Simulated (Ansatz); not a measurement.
`CBN[SiH3]` + dimethylamine → `CBN(C)C` + `N[SiH3]`  (ligand exchange at a B–N bond)

Program: Ansatz. Geometries: PBE0-D4/def2-TZVP. ΔE: electronic, gas phase. CBS: MP2 limit from def2 TZ/QZ plus the TZ coupled-cluster correction, frozen cores. This one scheme is used for every species. DFT in def2-TZVPP. B3LYP here is the variant with VWN-RPA as its local correlation; programs differ in this. Each species was taken in one conformer, which may not be the lowest.

```json
{"level": "BLYP-D4", "ΔE (kJ/mol)": "-15.3", "difference from CCSD(T)/CBS": "1.3"}
{"level": "r2SCAN-D4", "ΔE (kJ/mol)": "-15.3", "difference from CCSD(T)/CBS": "1.3"}
{"level": "r2SCAN0-D4", "ΔE (kJ/mol)": "-14.3", "difference from CCSD(T)/CBS": "2.3"}
{"level": "BHLYP-D4", "ΔE (kJ/mol)": "-11.9", "difference from CCSD(T)/CBS": "4.7"}
{"level": "B3LYP", "ΔE (kJ/mol)": "-13.9", "difference from CCSD(T)/CBS": "2.7"}
{"level": "r2SCANh", "ΔE (kJ/mol)": "-14.5", "difference from CCSD(T)/CBS": "2.1"}
{"level": "r2SCAN0", "ΔE (kJ/mol)": "-14.0", "difference from CCSD(T)/CBS": "2.6"}
{"level": "MP2/def2-SVP", "ΔE (kJ/mol)": "-14.8", "difference from CCSD(T)/CBS": "1.8"}
{"level": "HF/def2-TZVPP", "ΔE (kJ/mol)": "-4.2", "difference from CCSD(T)/CBS": "12.4"}
{"level": "MP2/def2-QZVPP", "ΔE (kJ/mol)": "-18.5", "difference from CCSD(T)/CBS": "-1.9"}
{"level": "CCSD(T)/CBS", "ΔE (kJ/mol)": "-16.6", "difference from CCSD(T)/CBS": "0"}
```

Largest T1 diagnostic among the species: 0.012.

At CCSD(T), def2-SVP lies +3.3 kJ/mol from the extrapolated value and def2-TZVPP +0.1 kJ/mol. In def2-TZVPP, CCSD(T) changes the Hartree–Fock value by −12.3 kJ/mol (the triples alone add −1.8 kJ/mol) and MP2 by −14.2 kJ/mol. Leaving LDA and LC-ωPBE aside and taking each functional with its dispersion term where it has one, the values, not all of them listed here, spread over 4.8 kJ/mol, from PBE-D4 to BHLYP-D4. LDA lies −8.2 kJ/mol from PBE without D4.
